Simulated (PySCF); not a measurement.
Basis-set dependence of population analyses: `C[SiH2]OC[SiH3]`

Compound: C2H10OSi2.
Cartesian coordinates in Å at the PBE0-D3(BJ)/def2-SVP level; atoms count from 1:
```
atom  x, y, z in Å
C1    -2.629   -0.933   -0.055
Si2   -1.483    0.525    0.107
O3     0.079   -0.058   -0.034
C4     1.222    0.760    0.071
Si5    2.761   -0.331   -0.124
H6    -3.679   -0.614    0.028
H7    -2.428   -1.672    0.736
H8    -2.492   -1.426   -1.030
H9    -1.643    1.204    1.434
H10   -1.737    1.545   -0.962
H11    1.262    1.283    1.048
H12    1.231    1.553   -0.704
H13    2.785   -1.372    0.947
H14    3.989    0.517   -0.012
H15    2.747   -0.999   -1.459
```

PBE0 throughout (PySCF), one geometry, spherical d and f functions. The structure is a single PBE0-D3(BJ)/def2-SVP conformer in the gas phase; no vibrational or solvent corrections. Atoms taken as equivalent share a column and are averaged. The first 7 of 9 kinds of atom are listed.

Mulliken charges (e):

```
        basis  functions      C1     Si2      O3      C4     Si5  H6/H7/H8  H9/H10
       STO-3G         43  -0.407  +0.731  -0.377  -0.205  +0.542    +0.078  -0.138
        6-31G         73  -0.828  +0.953  -0.733  -0.334  +0.565    +0.205  -0.143
     pcSseg-0         73  -1.199  +1.107  -0.832  -0.580  +0.577    +0.268  -0.102
       6-31G*         98  -0.776  +0.711  -0.590  -0.274  +0.368    +0.205  -0.104
      cc-pVDZ        128  -0.265  +0.473  -0.444  -0.009  +0.244    +0.072  -0.088
     def2-SVP        128  -0.365  +0.613  -0.518  -0.045  +0.370    +0.083  -0.107
6-311+G(2d,p)        211  -0.781  +0.926  -0.577  -0.416  +0.379    +0.171  -0.086
  aug-cc-pVDZ        213  +0.370  +0.410  -0.841  +0.705  -0.526    -0.228  +0.237
    def2-TZVP        227  -0.491  +0.371  -0.348  -0.193  +0.169    +0.143  -0.049
     IGLO-III        293  -0.620  +0.943  -0.467  -0.378  +0.735    +0.146  -0.195
      cc-pVTZ        298  -0.370  +0.349  -0.336  -0.069  +0.171    +0.108  -0.061
```

IAO charges (e):

```
        basis  functions      C1     Si2      O3      C4     Si5  H6/H7/H8  H9/H10
       STO-3G         43  -0.657  +0.885  -0.461  -0.377  +0.649    +0.136  -0.138
        6-31G         73  -0.717  +0.859  -0.595  -0.323  +0.467    +0.170  -0.120
     pcSseg-0         73  -0.724  +0.876  -0.592  -0.326  +0.455    +0.168  -0.122
       6-31G*         98  -0.724  +0.988  -0.630  -0.315  +0.587    +0.161  -0.156
      cc-pVDZ        128  -0.721  +0.980  -0.627  -0.312  +0.582    +0.160  -0.154
     def2-SVP        128  -0.716  +0.996  -0.626  -0.312  +0.602    +0.157  -0.160
6-311+G(2d,p)        211  -0.745  +1.018  -0.648  -0.328  +0.616    +0.165  -0.161
  aug-cc-pVDZ        213  -0.733  +0.985  -0.639  -0.317  +0.583    +0.164  -0.152
    def2-TZVP        227  -0.749  +1.030  -0.650  -0.329  +0.623    +0.165  -0.164
     IGLO-III        293  -0.749  +1.028  -0.650  -0.330  +0.623    +0.166  -0.163
      cc-pVTZ        298  -0.747  +1.016  -0.645  -0.326  +0.608    +0.166  -0.160
```

Hirshfeld charges (e):

| basis | functions | C1 | Si2 | O3 | C4 | Si5 | H6/H7/H8 | H9/H10 |
| --- | --- | --- | --- | --- | --- | --- | --- | --- |
| STO-3G | 43 | -0.123 | +0.452 | -0.251 | -0.022 | +0.347 | +0.015 | -0.098 |
| 6-31G | 73 | -0.188 | +0.390 | -0.265 | -0.061 | +0.282 | +0.050 | -0.086 |
| pcSseg-0 | 73 | -0.192 | +0.419 | -0.249 | -0.067 | +0.307 | +0.044 | -0.092 |
| 6-31G* | 98 | -0.190 | +0.365 | -0.235 | -0.063 | +0.283 | +0.051 | -0.088 |
| cc-pVDZ | 128 | -0.201 | +0.386 | -0.213 | -0.077 | +0.301 | +0.050 | -0.092 |
| def2-SVP | 128 | -0.204 | +0.393 | -0.218 | -0.077 | +0.308 | +0.049 | -0.093 |
| 6-311+G(2d,p) | 211 | -0.208 | +0.402 | -0.239 | -0.087 | +0.311 | +0.049 | -0.088 |
| aug-cc-pVDZ | 213 | -0.217 | +0.404 | -0.236 | -0.091 | +0.307 | +0.051 | -0.087 |
| def2-TZVP | 227 | -0.211 | +0.394 | -0.229 | -0.087 | +0.304 | +0.051 | -0.088 |
| IGLO-III | 293 | -0.214 | +0.393 | -0.230 | -0.089 | +0.301 | +0.051 | -0.085 |
| cc-pVTZ | 298 | -0.212 | +0.392 | -0.224 | -0.086 | +0.301 | +0.051 | -0.089 |

ESP-fitted charges (e):

```csv
basis,functions,C1,Si2,O3,C4,Si5,H6/H7/H8,H9/H10
STO-3G,43,-0.588,+0.664,-0.286,-0.142,+0.316,+0.138,-0.135
6-31G,73,-0.729,+0.829,-0.525,-0.018,+0.337,+0.188,-0.166
pcSseg-0,73,-0.895,+1.015,-0.502,-0.181,+0.431,+0.217,-0.212
6-31G*,98,-0.638,+0.687,-0.379,-0.071,+0.297,+0.167,-0.153
cc-pVDZ,128,-0.560,+0.628,-0.343,-0.053,+0.253,+0.148,-0.145
def2-SVP,128,-0.598,+0.694,-0.367,-0.064,+0.296,+0.154,-0.160
"6-311+G(2d,p)",211,-0.661,+0.663,-0.332,-0.112,+0.283,+0.173,-0.149
aug-cc-pVDZ,213,-0.650,+0.669,-0.325,-0.109,+0.290,+0.170,-0.151
def2-TZVP,227,-0.643,+0.669,-0.325,-0.092,+0.294,+0.167,-0.154
IGLO-III,293,-0.643,+0.659,-0.323,-0.106,+0.298,+0.168,-0.151
cc-pVTZ,298,-0.632,+0.666,-0.323,-0.099,+0.296,+0.165,-0.154
```

Some averages cover members that differ in this geometry, most widely: H6/H7/H8, Mulliken in aug-cc-pVDZ -0.282 to -0.200 e.

Problem. Which scheme is steadiest as the basis changes?

Solution. Largest range over the bases for any column: Hirshfeld 0.09 e, IAO 0.19 e, ESP-fitted 0.39 e, Mulliken 1.57 e. Hirshfeld charges move least and Mulliken charges most, counted in e. Without the minimal STO-3G basis the ranges are Hirshfeld 0.05, IAO 0.17, ESP-fitted 0.39, Mulliken 1.57 e.

Problem. How much do the charges still move between the two largest bases, IGLO-III and cc-pVTZ?

Solution. At most, over all atoms: Mulliken 0.594 e, IAO 0.015 e, Hirshfeld 0.006 e, ESP-fitted 0.011 e.

Problem. What do the same runs give for the total energy, the frontier levels and the dipole moment?

Solution. 
| basis | energy (Eh) | HOMO (eV) | LUMO (eV) | μ (D) |
| --- | --- | --- | --- | --- |
| STO-3G | -727.3565 | -3.75 | 7.07 | 0.67 |
| 6-31G | -735.8656 | -7.68 | 0.87 | 1.38 |
| pcSseg-0 | -734.9631 | -7.82 | 0.82 | 1.08 |
| 6-31G* | -735.9841 | -7.85 | 0.90 | 0.94 |
| cc-pVDZ | -736.0235 | -7.89 | 0.88 | 0.92 |
| def2-SVP | -735.7303 | -7.98 | 0.87 | 0.88 |
| 6-311+G(2d,p) | -736.0979 | -8.10 | 0.02 | 0.89 |
| aug-cc-pVDZ | -736.0388 | -8.05 | -0.10 | 0.89 |
| def2-TZVP | -736.1150 | -8.08 | 0.39 | 0.85 |
| IGLO-III | -736.1201 | -8.09 | 0.40 | 0.84 |
| cc-pVTZ | -736.1129 | -8.06 | 0.52 | 0.86 |

The dipole is fixed by the density alone, so its range of 0.71 D shows that the density itself changes with the basis, not only its division among atoms.
